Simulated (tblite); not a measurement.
C₇H₁₁NSi.
Cartesian coordinates in Å at the GFN2-xTB level; atoms count from 1:
```
atom  x, y, z in Å
C1     0.4906    2.8053    1.3246
C2     0.0482    2.1818    0.4035
C3    -0.4542    1.3736   -0.6877
C4    -0.0778   -0.1086   -0.5067
C5    -0.7106   -0.6682    0.7858
C6    -2.1549   -0.6358    0.7316
C7    -3.3480   -0.5893    0.6492
N8     1.3543   -0.2582   -0.5148
Si9    2.1732   -1.7215   -0.8814
H10    0.8599    3.3791    2.1212
H11   -1.5427    1.4646   -0.7314
H12   -0.0304    1.7395   -1.6268
H13   -0.4730   -0.6753   -1.3579
H14   -0.3647   -0.0765    1.6391
H15   -0.3757   -1.7002    0.9192
H16   -4.3952   -0.5606    0.5996
H17    1.7867    0.3804    0.1388
H18    1.5984   -2.1913   -2.1416
H19    3.5748   -1.3291   -0.9826
H20    2.0359   -2.7991    0.1152
```

Computed values, GFN2-xTB/tblite, gas phase, harmonic and unscaled. The method is semi-empirical: single wavenumbers can be off by several per cent or more. Modes of hydrogen on silicon can be 10 to 20 % off. One conformer, not necessarily the lowest.

Harmonic wavenumbers (cm⁻¹): 42.1, 59.6, 71.0, 108.7, 131.6, 144.5, 214.1, 279.2, 302.5, 315.1, 330.2, 379.2, 453.7, 522.4, 570.7, 575.0, 604.8, 637.4, 639.2, 659.9, 680.8, 744.2, 808.6, 824.7, 836.0, 878.1, 934.9, 967.6, 1008.9, 1036.6, 1080.3, 1134.2, 1149.2, 1197.1, 1215.5, 1273.4, 1308.9, 1321.7, 1384.0, 1432.9, 1442.7, 2155.6, 2261.5, 2291.7, 2293.1, 2294.2, 2922.0, 2949.3, 2958.9, 2965.6, 2970.3, 3398.2, 3400.0, 3420.0.

A = 1550, B = 955.5, C = 664.1 MHz; mass 137.066 u (most abundant isotopes); point group C1, symmetry number 1.

Question: Zero-point energy?

Answer: Half the sum of the wavenumbers: 32991 cm⁻¹ = 394.66 kJ/mol.

Question: Entropy at 500 K, 1 bar (ideal gas, RRHO, classical rotation)?

Answer: Translation 180.97, rotation 132.68, vibration 258.04: S = 571.7 J/(mol K).

Question: And Cp and H(500 K) − H(0)?

Answer: Cp = 270.02 J/(mol K), of which vibrations give 236.76 (their classical limit is 54 R = 449.0); H(500 K) − H(0) = 81.23 kJ/mol without the zero-point energy, 64.60 from vibrations.

Question: Which modes carry the vibrational entropy at 500 K?

Answer: 42.1 cm⁻¹: 25.87; 59.6 cm⁻¹: 22.98; 71.0 cm⁻¹: 21.53; 108.7 cm⁻¹: 18.01; 131.6 cm⁻¹: 16.44; 144.5 cm⁻¹: 15.67 J/(mol K); the other 48 give 137.53 together.

Question: Blend soft modes into free rotors: weight 1/[1 + (100 cm⁻¹/ν̃)⁴] for the oscillator and the rest for a rotor with moment μB/(μ + B), μ = h/(8π²ν), B = 10⁻⁴⁴ kg m². What vibrational entropy results?

Answer: 236.03 J/(mol K) in place of 258.04, which changes −T·S at 500 K by +11.00 kJ/mol.

Question: How do the functions run with temperature in this model?

Answer: 
```csv
T (K),S (J/(mol K)),Cp (J/(mol K)),H − H(0) (kJ/mol),G − H(0) (kJ/mol),ln q(vib)
100,308.5,90.3,6.15,-24.70,2.42
200,386.8,141.7,17.74,-59.62,5.80
300,453.9,192.1,34.47,-101.71,9.10
800,715.4,340.7,173.81,-398.53,24.31
1000,794.9,371.6,245.20,-549.75,29.62
```

q(vib) and H(0) count from the zero-point level.

Question: What must be added to the electronic energy to get the Gibbs energy at 500 K and 1 bar?

Answer: ZPE + [H(500 K) − H(0)] − T·S = 394.66 + 81.23 − 285.84 = 190.05 kJ/mol.

Hindered rotation and anharmonicity are outside this model. Other conformers, if any are populated, would add a mixing term that is left out. The structure is chiral; the term R ln 2 for an equal mix with its mirror image is left out.
